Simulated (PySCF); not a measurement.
# Reading the logs of faulty runs: AlBGeH3O cation

All numbers below are calculated, not measured. The program is PySCF 2.14.0, an open-source quantum chemistry code, run on an isolated molecule that a program drew, which may never have been made. The molecule is AlBGeH3O cation (charge +1, singlet), drawn as the SMILES string `O=[B][GeH+][AlH2]`.

Each row is a Hartree-Fock (HF) and frozen-core CCSD(T) single point in the cc-pV(D+d)Z basis, meant for a local HF minimum. Run 1 is clean. Each other run has one planted mistake out of seven kinds, and not every kind appears here: one electron removed, one electron added, multiplicity raised by two, geometry at a saddle point, minimal basis STO-3G, one bond length entered in bohr, all coordinates scaled. The reference is restricted for singlets and unrestricted otherwise, and also for a bond in bohr. Adding or removing an electron swaps singlet and doublet. Electrons count all cores. HOMO and LUMO are orbital energies over both spins, the gradient is its largest component, and the lowest frequency (negative if imaginary) is given only where the gradient is small. Bond lengths are over the 6 bonds as drawn. T1 is the CCSD diagnostic: over 0.02 (restricted) or 0.045 (unrestricted) a single reference is doubtful. Germanium has the cc-pVDZ-PP basis, with a core potential (ECP10MDF) in place of its 10 inner electrons, and its 3s, 3p and 3d shells are frozen in CCSD(T).

Geometry of the clean run:
```xyz
7
AlBGeH3O cation, angstrom
O     0.3158   -1.6947    1.0069
B     0.4951   -1.1423   -0.0161
Ge    0.8440   -0.0685   -1.7463
Al    1.6791    2.4373   -1.8657
H     0.5309   -0.9894   -2.9232
H     0.4481    3.3825   -1.8846
H     3.2308    2.4541   -1.8991
```

| run | electrons | basis functions | <S^2> | HOMO (eV) | LUMO (eV) | gradient (hartree/bohr) | lowest frequency (cm^-1) | mean bond (Å) | longest bond (Å) | T1 | HF (hartree) | CCSD(T) (hartree) | mistake |
|---|---|---|---|---|---|---|---|---|---|---|---|---|---|
| 1 | 60 | 89 | 0.000 | -16.53 | -6.31 | 1.7e-05 | 68 | 1.7529 | 2.644 | 0.0209 | -636.35288 | -636.79269 | no fault |
| 2 | 60 | 89 | 0.000 | -16.42 | -6.28 | 4.0e-02 | - | 1.7880 | 2.697 | 0.0218 | -636.35032 | -636.79372 | all coordinates scaled |
| 3 | 59 | 89 | 0.783 | -22.31 | -14.79 | 5.9e-02 | - | 1.7529 | 2.644 | 0.0334 | -635.77738 | -636.20837 | one electron removed |
| 4 | 61 | 89 | 0.768 | -7.88 | -0.05 | 3.7e-02 | - | 1.7529 | 2.644 | 0.0187 | -636.61277 | -637.06050 | one electron added |
| 5 | 60 | 89 | 0.922 | -14.09 | -6.23 | 1.0e-02 | - | 1.9831 | 2.933 | 0.0443 | -636.25943 | -636.68450 | ? |
| 6 | 60 | 89 | 2.013 | -14.24 | -8.37 | 5.7e-02 | - | 1.7529 | 2.644 | 0.0242 | -636.26883 | -636.70100 | ? |

**Which mistake was planted in run 5, and what did it cost?**

The mean bond changes by a factor of 1.131 and the longest by 1.109, so the molecule wasn't scaled as a whole. A length L in bohr read as angstrom grows by (1/0.5292 - 1) L = 0.890 L. The 6 bonds together grew by 6 x 0.2302 = 1.381 Å, which gives L = 1.552 Å. That is the length of one of the Al-H bonds, 1.552 Å in the clean geometry. So the mistake is: one bond length entered in bohr. Subtracting run 1 and multiplying by 627.51 kcal/mol a hartree, the energy moved by 58.6 kcal/mol in HF and 67.9 kcal/mol in CCSD(T).

**Which mistake was planted in run 6, and what did it cost?**

Electrons, basis and geometry are unchanged, and <S^2> is 2.013, beside S(S+1) = 2.00 for a multiplicity of 3. So the mistake is: multiplicity raised by two. Subtracting run 1 and multiplying by 627.51 kcal/mol a hartree, the energy moved by 52.7 kcal/mol in HF and 57.5 kcal/mol in CCSD(T).

Cautions from the logs. Run 1: T1 is over the limit, so its CCSD(T) energy is less reliable; run 2: T1 is over the limit, so its CCSD(T) energy is less reliable.
